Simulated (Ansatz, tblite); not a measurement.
Isomers of H3Au3 (singlet), found by a short tight-binding search and relaxed with PBE-D4/def2-TZVP in Ansatz.

In the def2 sets Au takes a core potential; there is no spin–orbit coupling. The xTB rows come from tblite. HSE06 is defined as in plane-wave codes, on full-range PBE exchange. Correlated methods freeze no core orbitals; core or outer-core shells of Au are correlated, in sets that lack core-valence functions.

A: At CCSD(T)/def2-TZVP the test of the restricted singlet for broken spin symmetry was undecided.

Other spin states weren't relaxed.

A:

```xyz
6

Au    0.0983   -0.3371   -0.7338
Au   -0.2413    0.5771    1.7159
Au   -0.3095   -2.0526    1.2470
H    -0.1539    2.1553    1.7051
H     0.2723   -1.0939   -2.0881
H     0.3340    0.7512   -1.8460
```

B:

```xyz
6

Au   -1.4018   -0.1644   -0.6410
Au    0.9944    1.0445   -0.5678
Au    0.4073   -0.8805    1.2092
H    -2.6228   -1.0993   -0.3275
H     1.7115   -0.9737    2.0773
H     0.9114    2.0734   -1.7501
```

Q: Estimate which lies lowest at each level, and how far above it the others are (kJ/mol).

A: 
```csv
level,A,B
GFN1-xTB,0.0,4.2
GFN2-xTB,113.6,0.0
HF/def2-TZVP,47.8,0.0
PBE-D4/def2-TZVP,22.3,0.0
r2SCAN-D4/def2-TZVP,27.7,0.0
r2SCANh-D4/def2-TZVP,28.0,0.0
PBE0-D4/def2-TZVP,23.3,0.0
HSE06-D4/def2-TZVP,23.0,0.0
MP2/def2-TZVP,3.6,0.0
CCSD/def2-TZVP,28.1,0.0
CCSD(T)/def2-TZVP,24.6,0.0
```
Point groups (tolerance 0.1 Å): A Cs, B C3h. Lower isomers may exist.
